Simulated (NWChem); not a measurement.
Molecule: MgHF; SMILES [F][MgH]

Give the equilibrium geometry at PBE0/def2-SVP (NWChem) as an XYZ file, with the point group.

point group C*v; any orientation.
```
3

Mg    -0.0009    -0.5924     0.0000
H     -0.0055    -2.2802     0.0000
F      0.0008     1.1687     0.0000
```
